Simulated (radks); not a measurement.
Problem. These are the eigenvalues of the occupied orbitals of an atom or ion with whole-number occupations (eV). Calculated with a radial shooting solver on a logarithmic mesh with Libxc functionals: Dirac Kohn-Sham, PBE, spin-unpolarised, spherical densities, point nucleus.

orbital  eigenvalue
1s1/2     -59226.03
2s1/2     -9991.813
2p1/2     -9523.093
2p3/2     -8542.827
3s1/2     -2250.640
3p1/2     -2044.609
3p3/2     -1837.611
3d3/2     -1486.555
3d5/2     -1441.322
4s1/2     -448.6690
4p1/2     -365.8467
4p3/2     -319.1364
4d3/2     -183.0012
4d5/2     -174.5056
5s1/2      -59.9976
5p1/2      -37.6988
5p3/2      -31.9829
4f5/2      -10.4094
4f7/2       -9.2125
6s1/2       -9.1659

Which element is it, and in what charge state? The configuration may be excited. Open shells, if any, are shared by 2j + 1.

Solution. Z = 69, thulium, charge +1: Tm+ in [Xe] 4f13 6s1. The list shows which subshells hold electrons but not how many an open one holds; the 1s level, -2176.5 hartree, gives Z - s = 66.0 by -(Z - s)^2/2, which with screening and relativity narrows Z to a few neighbours, and the depths of the outer levels then fix element, charge and occupations together.
